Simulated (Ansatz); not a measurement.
Several settings on one geometry of BCl2(SiH3) (SiBH₃Cl₂) (that of the charge 0 singlet, PBE-D4/def2-SVP). Ansatz on 4 threads of Arm Neoverse V1 on a shared host; times are rough.

```xyz
7

B     0.560    0.977    0.020
Cl    2.319    1.002    0.019
Cl   -0.300    2.510   -0.052
Si   -0.451   -0.781    0.026
H    -1.810   -0.636    0.655
H     0.322   -1.859    0.739
H    -0.640   -1.212   -1.408
```

Totals from different functionals, basis sets or treatments of relativity can't be compared as stabilities.

DK, ANO-RCC and x2c sets are all-electron and run with scalar relativity unless a key says otherwise. LC-ωPBE has ω = 0.4 bohr⁻¹. Correlated methods freeze 16 core orbitals.

Scalar relativity in a set contracted without it gives distorted totals.

The spins typed aren't always the lowest for that charge.

Problem. Give the basis size and estimate the energy, ⟨S²⟩ and time of these runs.

```json
{"run": "1", "method": "UKS B2GP-PLYP/cc-pVDZ", "charge": "1", "state": "doublet", "further keys": "fitting: {mean_field: cc-pVTZ-jkfit}; scf: {omitted_lower_state_checks: [starts]}"}
{"run": "2", "method": "RKS PBE0-D4/cc-pVTZ", "charge": "0", "state": "singlet", "further keys": "pseudopotentials: {relativity: scalar}; forces asked"}
{"run": "3", "method": "UKS LC-ωPBE/cc-pVTZ-DK", "charge": "0", "state": "triplet", "further keys": "scf: {lower_state_search: off}"}
```

Solution. 
| run | functions | energy (Eh) | ⟨S²⟩ | wall time |
| --- | --- | --- | --- | --- |
| 1 | 83 | -1235.6261 | 0.76 | 1.6 s |
| 2 | 174 | -1239.2449 | – | 2.4 s |
| 3 | 174 | -1239.6160 | 2.01 | 2 s |
